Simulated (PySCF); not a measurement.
Problem. Write Cartesian coordinates for `O[SiH2][SiH]([SiH3])[SiH3]` as optimised with GFN2-xTB.

Solution. 
```xyz
15
H10OSi4 angstrom
O     -1.5772    0.6799   -1.6743
Si    -1.0983    1.6839   -0.4763
Si     0.3648    0.2489    0.5932
Si     2.1745   -0.3662   -0.7415
Si    -0.7007   -1.5847    1.5600
H     -2.2124    0.9473   -2.3325
H     -2.2902    2.1378    0.2562
H     -0.5544    2.9087   -1.0823
H      0.9267    1.0437    1.7185
H      3.1616   -1.1838   -0.0272
H      1.7527   -1.1604   -1.8989
H      2.9213    0.7744   -1.2839
H      0.1795   -2.3566    2.4438
H     -1.1825   -2.5302    0.5488
H     -1.8699   -1.2347    2.3746
```

Orientation and origin are arbitrary. Atoms count from 1 in this order. Si3 (SiH silicon) is distorted tetrahedral (angles from 104.9° to 113.0°). Si2 (oxygen-bound silicon) is distorted tetrahedral (angles from 98.2° to 118.3°). Si4 (SiH3 silicon) is distorted tetrahedral (angles from 105.7° to 113.7°).

Bonds between heavy atoms (Å): O1–Si2 1.635, Si2–Si3 2.312, Si3–Si4 2.331, Si3–Si5 2.331.

Computed geometry: GFN2-xTB, gas phase.

Point group: near Cs, missed by 0.16 Å at most; the miss may be what the optimiser left on a soft mode. No GFN2-xTB frequencies stand behind this structure, so it isn't proved a minimum. One conformer, not necessarily the lowest (H–O1–Si2–Si3 180°, O1–Si2–Si3–Si4 63°).
